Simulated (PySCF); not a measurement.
**[IrO2]-: one-bond stretch**

Computed with r2SCAN in PySCF with Ir def2-TZVPD with ECP60, O def2-TZVPD; scalar-relativistic core potentials, no spin–orbit coupling; density-fitted integrals.

Rigid scan from the singlet minimum (Ir–O 1.718 Å (×2); O–Ir–O 180.0°). Coordinate: the bond from Ir to the last atom (O) scaled, the rest fixed. Energies in kJ/mol from the minimum.

```
scale of one bond  E (kJ/mol)  dipole size (D, about the centre of mass)
             0.92        61.6                                       1.15
             0.96        13.5                                       0.55
             1.00         0.0                                       0.00
             1.05        15.7                                       0.64
             1.12        73.6                                       1.46
             1.20       162.8                                       2.29
             1.35       336.1                                       3.58
             1.55       522.3                                          –
             1.80       671.4                                          –
             2.20       783.2                                          –
```

At long bonds a restricted determinant can lie too high, and another spin state can fall below this curve.

No spin–orbit coupling is included, which matters more the heavier the element.

Other isomers or separated fragments may lie lower.
